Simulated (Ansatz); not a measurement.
CH5BrGeO (SMILES C[O][GeH2][Br]), singlet, geometry from GFN2-xTB; CASSCF(2,4)/STO-3G (Ansatz, a quantum-chemistry and plane-wave program).

The Ansatz input:
Ansatz 0.2 input:
```yaml
crystal:
  periodic: [false, false, false]
  atoms:
    - {symbol: Ge, position_ang: [0.24000316, -0.64438944, 0.66206643]}
    - {symbol: Br, position_ang: [0.71467650, 1.10464555, -0.71119700]}
    - {symbol: O, position_ang: [-1.28672712, -1.31931992, 0.17908214]}
    - {symbol: C, position_ang: [-2.53190976, -0.67332330, -0.00470692]}
    - {symbol: H, position_ang: [1.15662723, -1.79935645, 0.40846963]}
    - {symbol: H, position_ang: [0.22906086, -0.09049872, 2.07286525]}
    - {symbol: H, position_ang: [-2.43543732, 0.20991897, -0.64236325]}
    - {symbol: H, position_ang: [-2.96621520, -0.37536333, 0.95191773]}
    - {symbol: H, position_ang: [-3.19253886, -1.39233327, -0.48953549]}
basis:
  gaussian:
    orbitals: STO-3G
hamiltonian:
  xc: hf
magnetization: {spin_polarized: false}
correlation: {active_space: {window: {electrons: 2, orbitals: 4}}}
```

The log (banner, timings and long lists left out):

```
Functional definition: HF
580 factors; integrals over basis functions are off by at most 3.0e-5 eV
mean field evaluation 1: about -128181.1660 eV, gradient 2.2e1 eV
mean field evaluation 2: about -128181.2790 eV, gradient 2.2e1 eV
mean field evaluation 4: about -128183.2938 eV, gradient 1.6e0 eV
mean field evaluation 8: about -128183.3081 eV, gradient 6.7e-4 eV
mean field -128183.30805291 eV, -4710.6496851775 hartree, gradient 2.5e-6 eV, S^2 0.000000; 0 other end points of the search recorded, 0 dependent functions left out
reference -128183.30805291 eV, -4710.6496851775 hartree; 43, 43 occupied and 8, 8 virtual orbitals, 580 factors
state -128183.82941332 eV, -4710.6688448193 hartree
Total energy: -128183.82941332 eV, -4710.6688448193 hartree
```
